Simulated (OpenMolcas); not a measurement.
In II: effect of the active space

- Program: OpenMolcas 26.06
- Method: SS-CASPT2 or its RAS form, IPEA 0.25 Eh, imaginary shift 0.1 Eh
- Basis: ANO-RCC-VTZP
- Scalar Hamiltonian: DKH2, point nucleus
- Spin-orbit coupling: RASSI with atomic mean-field integrals over the reference wave functions, term energies averaged over their components

A. 2 electrons in 4 orbitals (5s 5p); 2S+1 = 3 even, 3 roots; 2S+1 = 1 even, 7 roots; 2S+1 = 3 odd, 3 roots; 2S+1 = 1 odd, 3 roots; closed shells correlated: 4d; CASPT2 step roughly 2.8 core-seconds
B. 2 electrons in 8 orbitals (5s 5p 6s 6p); 2S+1 = 3 even, 3 roots; 2S+1 = 1 even, 7 roots; 2S+1 = 3 odd, 3 roots; 2S+1 = 1 odd, 3 roots; closed shells correlated: 4d; CASPT2 step about 5 core-seconds
C. 2 electrons in 9 orbitals (RAS2 5s 5p; RAS3 5d, at most 2 electrons); 2S+1 = 3 even, 3 roots; 2S+1 = 1 even, 7 roots; 2S+1 = 3 odd, 3 roots; 2S+1 = 1 odd, 3 roots; closed shells correlated: 4d; CASPT2 step of the order of 6 core-seconds

Energies in cm-1 above 5s2 1S0, the measured ground level; measured values from NIST Handbook of Basic Atomic Spectroscopic Data.

```csv
Level,A,B,C,Measured
5s2 1S0,0.0,0.0,0.0,0.0
5s 5p 3P* 0,41680,41510,41840,42276
5s 5p 3P* 1,42560,42390,42710,43351
5s 5p 3P* 2,44480,44320,44640,45830
5s 5p 1P* 1,62630,62120,61710,63038
5p2 3P0,101580,101640,101670,101608
```

Deviations, from unrounded energies. A percentage is the sum of absolute deviations over the sum of measured energies, with the sign that they share, or ± where signs differ.

```tsv
Against measurement	Levels	A	B	C
mean absolute deviation (cm-1)	5	630	840	730
other configurations (%)	5	-1.1	±1.4	±1.2
```

A lies closest to measurement on these levels and B furthest from it. The largest miss of A in the table is 5s 5p 3P* 2, by -1300 cm-1. The ranking rests on the paired levels alone, and a cruder setting can come out closer through cancelling errors.

Among A to C the level of the table that moves most is 5s 5p 1P* 1, by 920 cm-1 (lowest in C, highest in A). Moves below CASPT2's spread within the term are not significant.

The ¹D term of p² mixes with s d, which this space lacks (holds for A; B). The run also gave levels led by 5s 6s, which use shells meant for correlation; these and all levels above them are left out (holds for B). Active for correlation alone: 5d; no level in the range computed is led by a configuration that fills it, so any true level of that kind is missing (holds for C). Computed and measured levels are paired by configuration, term and J; levels that our copy of the source lacks, or whose pairing is in doubt (as where it misses far off the trend of its configuration), stay unpaired and out of the deviations. Only configurations of the active space appear. The table leaves out levels that lie high or whose names do not pair safely across all columns.

* marks odd parity.
